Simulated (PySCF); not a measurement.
**Question.** Write a Z-matrix for `C[Se]c1ccc(/C=C/Cl)cc1` as optimised with PBE0-D3(BJ)/def2-SVP.

**Answer.** 
Z-matrix in Å and degrees, rows numbered from 1:
```
C 
Se  1  1.9339
C   2  1.8980  1  100.30
C   3  1.3971  2  124.19  1    -0.99
C   4  1.3921  3  120.04  2  -179.91
C   5  1.4016  4  121.89  3    -0.11
C   6  1.4620  5  118.98  4  -179.59
C   7  1.3390  6  126.35  5   173.68
Cl  8  1.7223  7  122.69  6   179.84
C   6  1.4070  5  117.38  4     0.45
C  10  1.3850  6  121.18  5    -0.49
H   1  1.0984  2  111.04  3   -61.00
H   1  1.0983  2  105.84  3  -179.19
H   1  1.0984  2  111.13  3    62.57
H   4  1.0908  3  120.98  2     0.02
H   5  1.0934  4  119.01  3  -179.96
H   7  1.0946  6  116.06  5    -5.79
H   8  1.0918  7  124.16  6    -0.39
H  10  1.0921  6  120.17  5   179.05
H  11  1.0935  3  119.89  2     0.14
```

The 6-membered ring C3–C4–C5–C6–C10–C11 has internal angles of 117.4° to 121.9°; it is planar, 0.00 Å rms from its mean plane, widest ring torsion 0°. The 2 C–Se bonds span 1.898 Å (Se2–C3, drawn single) to 1.934 Å (C1–Se2, drawn single), a spread of 0.036 Å. Of the pairs four or more bonds apart, C1···H15 is among the closest relative to their van der Waals radii: 2.58 Å, 89 % of the sum of Bondi's values. The C–C distances run from 1.339 Å (C7=C8, drawn double) to 1.462 Å (C6–C7, drawn single), a spread of 0.123 Å.

The calculation used PBE0-D3(BJ)/def2-SVP geometry optimisation, gas phase in PySCF.

Point group: near Cs, missed by 0.37 Å at most; the miss may be what the optimiser left on a soft mode. PBE0-D3(BJ)/def2-SVP frequencies: not computed here. The numbers are those of one conformer (C1–Se2–C3–C4 -1°, C5–C6–C7–C8 174°).

On Arm Neoverse N1, one thread (shared host), this took 5.2 min wall and 1.1 GiB of memory at its peak. That covers the optimisation of the geometry.
